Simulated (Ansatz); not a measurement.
`N[Si@H](F)N[Si@H](N)F`. Charge 0, multiplicity 1. All single points use the PBE0-D4/def2-TZVP geometry. It is one conformer, not always the lowest.

```xyz
14

N     0.444    1.886    0.009
Si    1.176    0.586    0.850
F     2.465    0.245   -0.030
N     0.064   -0.698    0.983
Si   -0.941   -1.436   -0.205
N    -0.872   -0.486   -1.593
F    -2.395   -1.556    0.461
H    -0.403    2.288    0.381
H     1.036    2.601   -0.386
H     1.682    0.864    2.215
H     0.015   -1.112    1.904
H    -0.594   -2.838   -0.517
H    -1.062   -0.833   -2.515
H    -0.615    0.489   -1.556
```

Task: What is the dipole moment at PBE/def2-TZVPP? (Best estimate.)

Result: Computed: 2.07 D, with components (-0.05, 2.06, -0.17) D in this frame, pointing from negative to positive charge.

Task: And with r2SCAN, B3LYP, ωB97M-V? (An estimate is asked.)

Result: Computed: r2SCAN 2.08 D, B3LYP 2.04 D, ωB97M-V 2.06 D.

Task: Give the Mulliken charges with PBE, ωB97M-V, r2SCAN in def2-TZVPP. (Estimate.)

Result: The calculation gave: 
| atom | PBE | ωB97M-V | r2SCAN |
| --- | --- | --- | --- |
| N1 | -0.40 | -0.39 | -0.47 |
| Si2 | 0.54 | 0.62 | 0.70 |
| F3 | -0.29 | -0.32 | -0.33 |
| N4 | -0.27 | -0.33 | -0.38 |
| Si5 | 0.54 | 0.63 | 0.70 |
| N6 | -0.37 | -0.37 | -0.44 |
| F7 | -0.29 | -0.32 | -0.33 |
| H8 | 0.16 | 0.13 | 0.16 |
| H9 | 0.16 | 0.13 | 0.17 |
| H10 | -0.11 | -0.07 | -0.11 |
| H11 | 0.13 | 0.10 | 0.14 |
| H12 | -0.11 | -0.07 | -0.11 |
| H13 | 0.15 | 0.11 | 0.16 |
| H14 | 0.15 | 0.14 | 0.16 |

B3LYP here is the variant with VWN-RPA as its local correlation; programs differ in this.
